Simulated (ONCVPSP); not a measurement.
iridium (Ir), ONCV: configuration errors across variants

ONCVPSP 4.0.1 input, shortened (lines: element, Z, core and valence counts, functional; n l f; lmax; l rc ep ncon nbas qcut; lloc lpopt rc5 dvloc0; l nproj debl; icmod fcfact rcfact), LDA (Perdew-Zunger), scalar-relativistic:

```
  Ir 77.00    9    5        3      upf
    1    0    2.00
    2    0    2.00
    2    1    6.00
    3    0    2.00
    3    1    6.00
    3    2   10.00
    4    0    2.00
    4    1    6.00
    4    2   10.00
    4    3   14.00
    5    0    2.00
    5    1    6.00
    5    2    7.00
    6    0    1.00
    3
    0    1.60    0.00    4    8    6.70
    1    1.65    0.00    4    8    9.60
    2    1.70    0.00    4    7    6.70
    3    0.50    0.00    5    9   21.80
    4    5    0.35    0.00
    0    2    3.10
    1    2    1.00
    2    3    1.90
    3    1    1.70
    0    0.00    0.00
```

In the p channel the program set the typed energies aside and used -2.327, 0.250 Ha.

All-electron excitation energies from the reference (eV): (1) 4f14 5s2 5p6 5d7 6s2 -10.185; (2) 4f14 5s2 5p6 5d7 6s0 17.850; (3) 4f14 5s2 5p6 5d6 6s0 48.692; (4) 4f14 5s1 5p6 5d7 6s2 94.992.

5 further variants failed, have other tests or another functional or relativity, and are left out.

A true bound ghost makes a file unfit for plane-wave use even where its test errors are small: the radial tests pick states by their node count and pass the ghost by.

Errors AE − PS in meV (a dash: test not solved or not reliable):

```csv
change,(1),(2),(3),(4),bound ghosts,GHOST(+) flags above zero
base,+2.2,-7.8,-12,-262,"s, p, d",p
p: rc 1.12,+2.1,-7.9,-13,-283,"s, p, d",p
d: qcut 3.7,+2.3,-7.9,-12,-327,"s, p, d","p, d"
"local potential polynomial inside 0.50 bohr (lpopt 5, dvloc0 0 Ha)",+2.2,-7.8,-12,-260,"s, p","s, d"
f: nbas 10,+2.2,-7.8,-12,-262,"s, p, d",p
"core correction Teter function, fcfact 4.25, rcfact 1.4",+2.1,-8.0,-12,-272,"s, p, d",p
"local potential polynomial inside 0.35 bohr (lpopt 5, dvloc0 8 Ha)",+2.2,-7.8,-12,-262,"s, p, d",p
```

**Question.** Give the same row for: s: nproj 3.

**Answer.** +1.8, -7.2, -12, -263; bound ghosts: s, p, d; GHOST(+) flags above zero: p.
